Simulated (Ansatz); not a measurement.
`C[B](Cl)[InH2]` + H₂O → `[OH][InH2]` + `CBCl` at 600 K and 1 bar (formal hydrolysis of the In–B bond).

Calculated with Ansatz (gas phase, PBE0-D4/def2-TZVP geometries, no zero-point term in ΔE). CBS: MP2 limit from def2 TZ/QZ plus the TZ coupled-cluster correction, frozen cores. This one scheme is used for every species. Elements past krypton have def2 core potentials. For In outer-core shells are correlated without core-valence functions, which leaves a few kJ/mol of doubt a bond.

| species | CCSD(T)/CBS energy (Eh) | H − E (kJ/mol) | S (J/(mol·K)) |
| --- | --- | --- | --- |
| `C[B](Cl)[InH2]` | -715.45322 | 198.5 | 455.3 |
| H₂O | -76.37941 | 76.8 | 212.8 |
| `[OH][InH2]` | -266.78179 | 100.4 | 326.1 |
| `CBCl` | -525.07110 | 169.4 | 342.6 |

H − E and S are ideal-gas, rigid-rotor, harmonic terms from PBE0-D4/def2-TZVP, for one conformer and one mirror image of each species. 1 Eh = 2625.50 kJ/mol, R = 8.31446 J/(mol·K).

Task: By hand: ΔE, ΔH, ΔS and ΔG.

Result: ΔE = (-266.78179) + (-525.07110) − (-715.45322) − (-76.37941) = -0.02026 Eh = -53.2 kJ/mol. Δ(H − E) = 100.4 + 169.4 − 198.5 − 76.8 = -5.5, so ΔH = -58.7 kJ/mol. ΔS = 326.1 + 342.6 − 455.3 − 212.8 = 0.6 J/(mol·K). ΔG = -58.7 − 600 × (0.6)/1000 = -59.1 kJ/mol.

Task: By hand: the equilibrium constant, and the temperature at which ΔG would vanish if ΔH and ΔS stayed fixed.

Result: log₁₀ K = −ΔG/(RT ln 10) = 5.1. ΔH and −TΔS have one sign here, so there is no such temperature. One of them is within its doubt of zero, so this could turn.

The number of gas molecules stays the same, so ΔS is small and ΔH decides. A doubt of 5 kJ/mol in ΔE shifts log₁₀ K by 0.4 here. Other conformers and mirror images would add mixing entropy, several J/(mol·K) or more a flexible species. Modes under 60 cm⁻¹, often nearly free rotors, make the harmonic entropy too high. These are equilibria of isolated gas molecules and say nothing of rates. Largest T1 diagnostic: 0.017 (customary marks: 0.02 for closed shells, 0.045 for open ones).
